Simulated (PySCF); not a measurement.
Isomers of C9H11OP, mass 166.055 u with the commonest isotopes. Method used: PBE0/pcSseg-1 in PySCF (dipole) on a GFN2-xTB geometry, gas phase. One conformer each, none proved a minimum here; rigid rotors.

Question: Order these by out-of-plane moment Σ m c² = (Ia + Ib − Ic)/2, smallest first.
A. `[CH3:1][O:2][c:3]1[cH:4][c:5]([CH:6]2[CH2:7][CH2:8]2)[cH:9][cH:10][p:11]1` with C1–O2–C3–C4 -179°, C4–C5–C6–C7 -143°
B. `[CH3:1][O:2]/[CH:3]=[P:4]/[c:5]1[cH:6][cH:7][cH:8][c:9]([CH3:10])[cH:11]1` with C1–O2–C3–P4 -173°, C3–P4–C5–C6 46°
C. `[CH2:1]=[CH:2][C:3]1=[C:4]([CH3:5])[CH:6]=[CH:7][P@:8]1(=[O:9])[CH:10]=[CH2:11]` with C1–C2–C3–C4 173°, C7–P8–C10–C11 129°

Answer: A (21.37 u·Å²), B (45.45 u·Å²), C (90.35 u·Å²).

Question: Order these by dipole moment, smallest first.
A. `[CH3:1][O:2][c:3]1[cH:4][c:5]([CH:6]2[CH2:7][CH2:8]2)[cH:9][cH:10][p:11]1` with C1–O2–C3–C4 -179°, C4–C5–C6–C7 -143°
B. `[CH2:1]=[CH:2][C:3]1=[C:4]([CH3:5])[CH:6]=[CH:7][P@:8]1(=[O:9])[CH:10]=[CH2:11]` with C1–C2–C3–C4 173°, C7–P8–C10–C11 129°
C. `[CH3:1][O:2]/[CH:3]=[P:4]/[c:5]1[cH:6][cH:7][cH:8][c:9]([CH3:10])[cH:11]1` with C1–O2–C3–P4 -173°, C3–P4–C5–C6 46°

Answer: A (1.11 D), C (2.86 D), B (4.34 D).

Question: Order these by rotational constant C, largest first.
A. `[CH3:1][O:2]/[CH:3]=[P:4]/[c:5]1[cH:6][cH:7][cH:8][c:9]([CH3:10])[cH:11]1` with C1–O2–C3–P4 -173°, C3–P4–C5–C6 46°
B. `[CH2:1]=[CH:2][C:3]1=[C:4]([CH3:5])[CH:6]=[CH:7][P@:8]1(=[O:9])[CH:10]=[CH2:11]` with C1–C2–C3–C4 173°, C7–P8–C10–C11 129°
C. `[CH3:1][O:2][c:3]1[cH:4][c:5]([CH:6]2[CH2:7][CH2:8]2)[cH:9][cH:10][p:11]1` with C1–O2–C3–C4 -179°, C4–C5–C6–C7 -143°

Answer: B (674.8 MHz), C (462.4 MHz), A (396.0 MHz).

```
                   SMILES  point group  Ia (u·Å²)  Ib (u·Å²)  Ic (u·Å²)      κ  μa (D)  μb (D)  μc (D)
       CO/C=P/c1cccc(C)c1           C1     211.81    1155.23    1276.15  -0.96    0.28    2.20    1.81
        COc1cc(C2CC2)ccp1            –     226.19     909.56    1093.00  -0.89    0.96    0.55    0.02
C=CC1=C(C)C=C[P@]1(=O)C=C           C1     360.18     569.47     748.96  -0.42    2.46    0.28    3.57
```
